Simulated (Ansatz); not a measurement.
Species: AlSiH$_{5}$, charge 0, singlet. AlSiH5 (SMILES [AlH2][SiH3]).
B3LYP-D3(BJ)/def2-TZVP minimum from Ansatz (a quantum-chemistry and plane-wave program):
```
Si
H 1 1.4859
H 1 1.4872 2 107.69
H 1 1.4893 2 107.20 3 114.69
Al 1 2.4600 2 113.14 4 121.26
H 5 1.5833 1 121.27 2 -17.12
H 5 1.5835 6 118.81 1 178.97
```
Charge 0, spin multiplicity 1.

Atomisation energy term by term, kcal/mol (programs: Ansatz). Open shells are spin-unrestricted; no spin-orbit coupling. Correlated methods leave the cores frozen. Rows without X2C or -DK are non-relativistic. CBS(X,Y): correlation extrapolated as X^-3, Hartree-Fock from the larger set (Q,5: extrapolated as (X+1)exp(-9√X)). A bracket is a step between two methods taken in the basis named. 'core' is core correlation in cc-pwCVTZ (1s frozen past Ne), 'X2C' scalar relativity in cc-pVTZ-DK, both at CCSD(T). Where a partner has so few electrons that a lower coupled-cluster level is exact, that level stands in.

```csv
term,basis,kcal/mol
Hartree-Fock,"CBS(cc-pV(Q+d)Z,cc-pV(5+d)Z)",331.54
CCSD correlation,"CBS(cc-pV(Q+d)Z,cc-pV(5+d)Z)",92.04
(T),"CBS(cc-pV(Q+d)Z,cc-pV(5+d)Z)",2.47
CCSDT(Q) - CCSD(T),cc-pV(T+d)Z,0.14
core correlation,cc-pwCVTZ,-1.01
scalar relativity,"X2C, cc-pVTZ-DK",-1.04
sum: De,,424.1
```

The step beyond CCSD(T) by other levels: CCSDT(Q) in cc-pV(D+d)Z 0.24 kcal/mol.
